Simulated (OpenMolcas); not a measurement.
## Au4+: moving or changing the point charges

Au4+ among 8 point charges of -1 e arranged as a cube (Oh), 1.9 Å from the ion.
```
   1.0970    1.0970    1.0970  -1.00
   1.0970    1.0970   -1.0970  -1.00
   1.0970   -1.0970    1.0970  -1.00
   1.0970   -1.0970   -1.0970  -1.00
  -1.0970    1.0970    1.0970  -1.00
  -1.0970    1.0970   -1.0970  -1.00
  -1.0970   -1.0970    1.0970  -1.00
  -1.0970   -1.0970   -1.0970  -1.00
```

```yaml
Program: OpenMolcas 26.06
Method: CASSCF
Basis: ANO-RCC-VDZP [7s6p4d2f]
Scalar_Hamiltonian: DKH2, point nucleus
Active_space: 7 electrons in 5 orbitals (5d)
State_averaging: 2S+1 = 4 even, 10 roots; 2S+1 = 2 even, 40 roots
Spin-orbit_coupling: RASSI with atomic mean-field integrals over the reference wave functions
```

Runs around this geometry, states (labels of O, the rotations of Oh). Energies in cm-1 above the lowest state or level, χT in cm3 K/mol; 10Dq and B are least-squares fits to the states below 45000 cm-1, weighted by degeneracy, with a free offset, and given where the rms deviation is under 5 % of |10Dq| (or 100 cm-1) and under 700 cm-1; 10Dq is negative for this site.

| R (Å) | q (e) | Ground state | First state of that spin | 10Dq | B (rms of fit) | First gap with spin-orbit (degeneracies) | χT at 300 K | First state of another spin |
| --- | --- | --- | --- | --- | --- | --- | --- | --- |
| 1.9 | -0.65 | 4A2 | 4T2 3082 | -2976 | 965 (43) | 1515 (4, 4) | 4.262 | 2E 17668 |
| 1.82 | -1 | 4A2 | 4T2 5850 | -5665 | 963 (79) | 3060 (4, 4) | 4.028 | 2E 18223 |
| 1.9 | -1 | 4A2 | 4T2 4781 | -4619 | 964 (68) | 2445 (4, 4) | 4.107 | 2E 18059 |
| 2.12 | -1 | 4A2 | 4T2 2837 | -2731 | 966 (43) | 1386 (4, 4) | 4.294 | 2E 17616 |

Taking |10Dq| as R^-n, n = -ln(2731 / 5665) / ln(2.12 / 1.82) = 4.8 between the shortest and longest distance. The point-charge formula for a cubic d site gives n = 5.

Scaling the charges by -0.65 / -1 = 0.65 scales |10Dq| by 2976 / 4619 = 0.64; with fixed orbitals a first-order splitting would follow the charge.

Without dynamic correlation the repulsion within the d shell is too large (B by tens of per cent), so at a given field states of lower spin stand too high. Spin-orbit coupling mixes the spin-free states strongly: the lowest level takes only 41 % from its leading state, 4A2 (figures for R = 1.9, q = -0.65; the like holds for R = 1.82, q = -1, R = 1.9, q = -1, R = 2.12, q = -1). Point charges carry no covalency, so the field is a model and not that of real ligands. No measured value stands beside these numbers.
